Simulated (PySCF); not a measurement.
## SMILES CSc1cnc2nsnc2n1, C₅H₄N₄S₂

Molfile (atoms numbered from 1):
```
C5H4N4S2
     RDKit          3D

 15 16  0  0  0  0  0  0  0  0999 V2000
   -2.9124   -0.3490   -0.2229 C   0  0  0  0  0  0  0  0  0  0  0  0
   -2.1165    1.2553   -0.3851 S   0  0  0  0  0  0  0  0  0  0  0  0
   -0.4508    0.8076   -0.1136 C   0  0  0  0  0  0  0  0  0  0  0  0
    0.5133    1.8951   -0.1747 C   0  0  0  0  0  0  0  0  0  0  0  0
    1.7859    1.7290    0.0039 N   0  0  0  0  0  0  0  0  0  0  0  0
    2.1667    0.4488    0.2565 C   0  0  0  0  0  0  0  0  0  0  0  0
    3.4186    0.0671    0.4676 N   0  0  0  0  0  0  0  0  0  0  0  0
    3.3617   -1.5399    0.7205 S   0  0  0  0  0  0  0  0  0  0  0  0
    1.7605   -1.8138    0.5736 N   0  0  0  0  0  0  0  0  0  0  0  0
    1.2082   -0.6347    0.3174 C   0  0  0  0  0  0  0  0  0  0  0  0
   -0.1161   -0.4298    0.1265 N   0  0  0  0  0  0  0  0  0  0  0  0
   -2.7345   -0.7640    0.7778 H   0  0  0  0  0  0  0  0  0  0  0  0
   -3.9849   -0.1755   -0.3808 H   0  0  0  0  0  0  0  0  0  0  0  0
   -2.5221   -1.0464   -0.9756 H   0  0  0  0  0  0  0  0  0  0  0  0
    0.1481    2.9091   -0.3825 H   0  0  0  0  0  0  0  0  0  0  0  0
  1  2  1  0
  2  3  1  0
  3  4  1  0
  4  5  2  0
  5  6  1  0
  6  7  2  0
  7  8  1  0
  8  9  1  0
  9 10  2  0
 10 11  1  0
 11  3  2  0
 10  6  1  0
  1 12  1  0
  1 13  1  0
  1 14  1  0
  4 15  1  0
M  END
```

Method: quadratic response CAM-B3LYP/aug-cc-pVDZ first hyperpolarisability, Taylor convention, gas phase (PySCF). Geometry: PBE0-D3(BJ)/def2-SVP.

Problem. Give the tensor of the second harmonic β(−2ω;ω,ω) at 1907 nm in the axes of these coordinates.

Solution. In au, Taylor convention; rows are the first index (the induced dipole):
```tsv
	xx	yy	zz	xy	xz	yz
x	-895.2	-78.5	-16.4	+352.9	-167.4	+58.8
y	+370.7	-79.6	-5.8	-97.3	+64.0	-3.5
z	-170.2	-1.3	+6.9	+61.9	-17.3	-6.6
```
Norm of βᵢ = ⅓ Σⱼ (βᵢⱼⱼ + βⱼᵢⱼ + βⱼⱼᵢ): 1052.5 au, hyper-Rayleigh value 458.5 au.
